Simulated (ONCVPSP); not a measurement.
# An all-electron radial function and its pseudo partner (sulfur)

Columns: radius, all-electron u(r) and pseudo u(r) of the 3p shell (level -7.29 eV) of sulfur in the configuration [Ne] 3s1.5 3p4.5; PBE, scalar-relativistic, ONCV scheme, ONCVPSP 4.0.1.

| r (bohr) | all-electron | pseudo |
| --- | --- | --- |
| 0.076 | -0.1131 | 0.0048 |
| 0.152 | -0.2551 | 0.0187 |
| 0.228 | -0.3263 | 0.0410 |
| 0.304 | -0.3236 | 0.0710 |
| 0.380 | -0.2667 | 0.1079 |
| 0.456 | -0.1765 | 0.1513 |
| 0.532 | -0.0694 | 0.2002 |
| 0.608 | 0.0431 | 0.2532 |
| 0.684 | 0.1534 | 0.3085 |
| 0.760 | 0.2567 | 0.3642 |
| 0.836 | 0.3502 | 0.4191 |
| 0.912 | 0.4329 | 0.4723 |
| 0.988 | 0.5045 | 0.5235 |
| 1.064 | 0.5652 | 0.5719 |
| 1.140 | 0.6154 | 0.6163 |
| 1.216 | 0.6555 | 0.6547 |
| 1.292 | 0.6864 | 0.6857 |
| 1.368 | 0.7088 | 0.7086 |
| 1.444 | 0.7238 | 0.7238 |
| 1.520 | 0.7322 | 0.7322 |
| 1.596 | 0.7349 | 0.7349 |
| 1.672 | 0.7327 | 0.7327 |
| 1.748 | 0.7263 | 0.7263 |
| 1.824 | 0.7165 | 0.7165 |
| 1.900 | 0.7039 | 0.7038 |
| 1.976 | 0.6889 | 0.6889 |

Q: How many radial nodes do the two functions have?

A: The all-electron 3p function has n − l − 1 = 1; the pseudo-wave has 0, since the states of the same l below it are removed with the core.

Q: At about which radius was the pseudo-wave matched?

A: 1.52 bohr. The columns agree to 0.0005 from 1.37 bohr on; several derivatives are matched, so the curves merge somewhat inside the radius.

Q: Is the pseudo-wave norm-conserving?

A: Yes: the ONCV scheme keeps the norm inside the radius equal to the all-electron one, which fixes the energy derivative of the logarithmic derivative at the level.
